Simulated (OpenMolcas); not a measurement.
Ir3+ among 6 point charges of -1.5 e arranged as a tetragonal octahedron (D4h), 1.89 Å from the ion, with the axial distance 1.966 Å.
```
   1.8900    0.0000    0.0000  -1.50
   0.0000    1.8900    0.0000  -1.50
  -1.8900    0.0000    0.0000  -1.50
   0.0000   -1.8900    0.0000  -1.50
   0.0000    0.0000    1.9656  -1.50
   0.0000    0.0000   -1.9656  -1.50
```

```yaml
Program: OpenMolcas
Method: CASSCF
Basis: ANO-RCC-VDZP [7s6p4d2f]
Scalar_Hamiltonian: DKH2, point nucleus
Active_space: 6 electrons in 5 orbitals (5d)
State_averaging: 2S+1 = 5 even, 5 roots; 2S+1 = 3 even, 45 roots; 2S+1 = 1 even, 50 roots
Spin-orbit_coupling: RASSI with atomic mean-field integrals over the reference wave functions
```

**Question.** What is the spin-free ground state (labels of D4, the rotations of D4h)?

**Answer.** 5E, 2-fold in its orbital part, 100 % from free-ion D terms; it has the highest spin that d6 allows.

**Question.** Where is the first state of the same spin?

**Answer.** 5B2 at 983 cm-1 above the ground state.

**Question.** What are the lowest two levels with spin-orbit coupling?

**Answer.** A 1-fold level A1, then a 1-fold level B1 314.1 cm-1 above it. Their leading multiplicities are 5 (50 %) and 5 (70 %).

**Question.** What is χT at 300 K?

**Answer.** 1.48 cm3 K/mol.

Spin-orbit coupling mixes the spin-free states strongly: the lowest level takes only 41 % from its leading state, 5E. Without dynamic correlation the repulsion within the d shell is too large (B by tens of per cent), so at a given field states of lower spin stand too high. This shell can be high or low spin here, a state of another spin lies low, and with metal d orbitals alone active their balance is uncertain, so the ground spin may be wrong. Point charges give a weaker field than real ligands, and real ions of this kind are as a rule low spin; the high spin found here belongs to the model. This is an electrostatic model: the charges have no orbitals. No measured value stands beside these numbers.
